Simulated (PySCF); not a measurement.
F₂IIn. Atoms are numbered in the order given.

```xyz
4

In     0.0000     0.0000    -1.0017
F      0.0000     1.6314    -2.0630
F      0.0000    -1.6314    -2.0630
I      0.0000     0.0000     1.6267
```
Charge 0, spin multiplicity 1.

Geometry: r2SCAN-D4/def2-SVP. The def2 effective core potentials stand for the cores of I, In; spin–orbit coupling is left out.

All values below come from TDA-LC-ωPBE/def2-SVPD (PySCF 2.14.0).

Vertical excitations. The molecule is in vacuum. State labels are in the subgroup C2v.

| state | symmetry | energy (eV) | λ (nm) | f | main pairs |
|---|---|---|---|---|---|
| S1 | B2 | 4.59 | 270 | 0.012 | HOMO→LUMO 95 % |
| S2 | B1 | 4.66 | 266 | 0.011 | HOMO−1→LUMO 95 % |
| S3 | A1 | 6.31 | 196 | 0.090 | HOMO−2→LUMO 50 %, HOMO−1→LUMO+1 44 % |
| S4 | A2 | 6.37 | 195 | 0.000 | HOMO→LUMO+1 96 % |
| S5 | B2 | 6.87 | 180 | 0.018 | HOMO−3→LUMO 85 % |
| S6 | A2 | 6.89 | 180 | 0.000 | HOMO−4→LUMO 91 % |
| S7 | A1 | 6.98 | 178 | 0.262 | HOMO−6→LUMO 35 %, HOMO−1→LUMO+1 34 %, HOMO−2→LUMO 18 % |
| S8 | B1 | 7.29 | 170 | 0.030 | HOMO−5→LUMO 88 % |
| S9 | A1 | 7.57 | 164 | 0.203 | HOMO−6→LUMO 48 %, HOMO→LUMO+6 17 %, HOMO−2→LUMO 13 %, HOMO−1→LUMO+1 8 % |
| S10 | B1 | 7.60 | 163 | 0.021 | HOMO−2→LUMO+1 91 % |
| T1 | B2 | 4.08 | 304 | 0 | HOMO→LUMO 93 % |
| T2 | B1 | 4.17 | 298 | 0 | HOMO−1→LUMO 93 % |
| T3 | A1 | 5.07 | 245 | 0 | HOMO−2→LUMO 90 % |
| T4 | A1 | 6.11 | 203 | 0 | HOMO−1→LUMO+1 90 % |
Triplets are in the Tamm–Dancoff approximation.
